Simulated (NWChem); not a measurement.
System: CH6O2Si; SMILES O[SiH](C)O

```xyz
10

Si    -0.1024    -0.0169     0.2562
C     -0.1089    -1.7994    -0.2416
O     -1.5110     0.6517    -0.3287
O      1.2610     0.6652    -0.4141
H     -0.0579     0.1945     1.7401
H     -0.1426    -1.8794    -1.3392
H      0.7988    -2.3105     0.1121
H     -0.9884    -2.3189     0.1671
H     -1.7702     1.5120     0.0107
H      1.5305     1.5293    -0.0929
```
Atoms are numbered in this order, from 1.

Computed with NWChem. Pople sets run with spherical d functions. All runs use the structure optimised with PBE0/def2-SVP. GIAO values for the isolated, static molecule; σ is the absolute isotropic shielding, δ = σ(reference) − σ with the isolated reference molecule computed at the same levels (13C: tetramethylsilane, 1H: tetramethylsilane, 17O: water, 29Si: tetramethylsilane).

For level PBE0/pcSseg-1:

| Item | Value |
|---|---|
| δ Si1 (ppm) | -10.0 |
| δ O3 (ppm) | 69.9 |
| δ H5 (ppm) | 5.08 |
| δ H6 (rotor mean) (ppm) | 0.23 |
| δ H9 (ppm) | 1.68 |

Q: Estimate the same quantities for level B3LYP/6-31G*.

A: 
| Property | Result |
|---|---|
| δ Si1 (ppm) | -4.7 |
| δ O3 (ppm) | 55.9 |
| δ H5 (ppm) | 5.28 |
| δ H6 (rotor mean) (ppm) | 0.11 |
| δ H9 (ppm) | 1.48 |
